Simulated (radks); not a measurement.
All-electron atom: Ce IV in [Xe] 4f1. Method: Dirac Kohn-Sham, PBE, spin-unpolarised, spherical densities, finite nucleus; open shells fill j = l - 1/2 first; Fermi nuclear charge, rms radius 4.8771 fm; computed with a radial shooting solver on a logarithmic mesh with Libxc functionals.

Normalised radial functions P(r) = r R(r) (large component), r in bohr:

```
   r/bohr * 4p3/2, o 5s1/2, + 4f5/2 (the largest magnitude, 1.37, reaches the edge; | marks zero, & curves that meet)
 0.001145                             &o
 0.001515                             &o
 0.001989                             &o
 0.002632                             &o
 0.003482                             & o
 0.004607                             & o
 0.006096                             +* o
 0.008001                             +* o
  0.01059                             + *o
  0.01401                             +  &
  0.01853                             + o *
  0.02452                             +o    *
  0.03219                             &       *
  0.04259                           o +         *
  0.05635                         o   +          *
  0.07456                        o    +        *
  0.09787                          o  |+ *
   0.1295                        *    |o+
   0.1713               *             |  +  o
   0.2267              *              |     +o
   0.2999                       *     |o        +
   0.3937                      o      |         *   +
   0.5209                   o         |                +       *
   0.6893                         o   |                  +       *
    0.912                             |        o        &
    1.207                             |       *      +  o
    1.584                             | *        +      o
    2.096                             *      +   o
    2.773                             *  +o
    3.669                             *&
    4.854                             &
```

4p3/2: eigenvalue -228.62 eV, 2 radial nodes at r = 0.110, 0.335 bohr, <r> = 0.683 bohr, 90 % of the charge inside 0.993 bohr. 5s1/2: eigenvalue -63.586 eV, 4 radial nodes at r = 0.0302, 0.120, 0.316, 0.753 bohr, <r> = 1.50 bohr, 90 % of the charge inside 2.15 bohr. 4f5/2: eigenvalue -28.795 eV, 0 radial nodes, <r> = 1.06 bohr, 90 % of the charge inside 1.80 bohr.
